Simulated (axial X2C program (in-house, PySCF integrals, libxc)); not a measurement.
**CsMn⁻: a run with one poor setting**

Computed with an axial X2C code built on PySCF integrals. Spin-free means the one-electron spin-free X2C Hamiltonian. Basis: Cs dyall-av2z [13s14p7d], Mn dyall-av2z [8s9p5d2f] (cores contracted in-house); Gaussian nuclei, density fitting, unrestricted open shells. Masses: Cs 132.905 u, Mn 54.938 u.

One setting of this run was spoiled on purpose, so its numbers are not properties of CsMn⁻. Level: PBE0, without spin–orbit coupling; state M_S = 5/2, Λ = 0 (beyond evenly filled blocks: σα, π+α, π-α, δ+α, δ-α).

```tsv
R (Å)	E − E(lowest point) (eV)	SCF iterations
3.983	not converged	10
4.166	not converged	10
4.303	not converged	10
4.441	not converged	10
4.578	0.0000	7
4.738	not converged	10
4.899	not converged	10
5.104	not converged	10
5.356	not converged	10
5.723	not converged	10
```

Output at the reference distance:

```
spin-free X2C-1e  PBE0
basis functions 164  fitting functions 1035  grid points 5811
iter        total energy     max residual
   1      -8944.183271616     5.53e-05
   2      -8944.183271706     4.53e-05
   3      -8944.183271794     1.99e-05
   4      -8944.183271828     1.23e-05
   5      -8944.183271841     8.73e-06
   6      -8944.183271844     4.96e-06
   7      -8944.183271845     4.59e-06
converged
one-electron -12566.47230431  Coulomb 3709.92385057  exact exchange -60.71856127  xc functional -185.85436628  nuclear repulsion 158.93810944
```

Question: Which setting was spoiled?
A. virtual space cut too low
B. integration grid too coarse
C. too few iterations allowed
D. density fitting set too sparse
E. an excited determinant was followed

Answer: C. Too few iterations allowed: 5 iterations an attempt, two attempts.
